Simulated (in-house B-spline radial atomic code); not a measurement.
Results of a calculation; reference values are marked as such.
**Ni in an electron gas of r_s = 2.07: phase shifts, screening, friction and resistivity**

A nucleus sits in a uniform electron gas with a rigid positive background. The Kohn-Sham equations are solved self-consistently in the spin-unpolarised LDA (PW92), non-relativistic, on B-splines with outgoing waves at the boundary and partial waves to l = 8. The model has no lattice, no bands and no magnetic solution. Atomic units; δ_l are the phase shifts at the Fermi level, counted so that each bound state adds π, and good to about 0.0005.

The density parameter is r_s = 2.07 bohr, near that of the valence electrons of Al (3 per atom, density 2.7 g/cm³, mass 26.98 u, which gives r_s = 2.07).

```json
{"l": "0", "δ_l (rad)": "9.3128"}
{"l": "1", "δ_l (rad)": "6.5532"}
{"l": "2", "δ_l (rad)": "2.9478"}
{"l": "3", "δ_l (rad)": "0.0283"}
{"l": "4", "δ_l (rad)": "0.0061"}
{"l": "5", "δ_l (rad)": "0.0010"}
{"l": "6", "δ_l (rad)": "0.0002"}
{"l": "7", "δ_l (rad)": "-0.0001"}
{"l": "8", "δ_l (rad)": "-0.0001"}
```

Bound levels below the band bottom (hartree): s -297.2, s -34.6, p -30.16, s -3.293, p -1.943.

Question: Check the Friedel sum rule, and say where the screening charge sits.

Answer: k_F = (9π/4)^(1/3)/r_s = 0.92713. The rule is Z = (2/π) Σ (2l + 1) δ_l. The terms are s 5.929, p 12.516, d 9.383, f 0.126 and 0.042 beyond, in all 27.995 against Z = 28. Bound states hold 6 s, 12 p, 0 d electrons, so the scattering states carry 10.00 in all; where a term is smaller than its bound count, the bound level has drawn weight out of the band.

Question: Find the transport cross section and the electronic stopping of a 5 keV Ni ion (mass 58.69 u).

Answer: σ_tr = (4π/k_F²) Σ (l + 1) sin²(δ_l − δ_(l+1)). The terms for l = 0 to 3 are 0.1390, 0.4003, 0.1456, 0.0020, all together 0.6869, so σ_tr = 14.619 × 0.6869 = 10.042 bohr². With n = 3/(4π r_s³) = 0.02692, the friction coefficient is Q = n k_F σ_tr = 0.2506. For v well below v_F = 0.927, dE/dx = Q v; with 24801 eV per u at v = 1, v = √(5000/(24801 × 58.69)) = 0.0586, so dE/dx = 0.01469 hartree/bohr = 7.55 eV/nm. The largest term couples the p and d waves.

Question: What residual resistivity would 1 atomic per cent of such centres give in Al?

Answer: Δρ = k_F n_i σ_tr/n in atomic units of 21.74 μΩ·cm. With one host atom per 3 electrons, n_i/n = 0.01/3, so Δρ = 0.9271 × 0.00333 × 10.042 × 21.74 = 0.67 μΩ·cm. This is an atom added to the gas, as on an interstitial site.

Question: On a substitutional site the background of one host ion, a sphere holding 3 charges, is taken out. The phase shifts for l = 0 to 4 become 8.7638, 5.9732, 2.6218, -0.0532, -0.0128. What follows?

Answer: The Friedel sum is now 24.99, for Z − 3 = 25. The sum in σ_tr is 0.8191, so σ_tr = 11.97 bohr² and Δρ = 0.80 μΩ·cm per atomic per cent, 1.19 times the value above. A real host ion scatters too, so this model doesn't give zero even for the host's own atom.
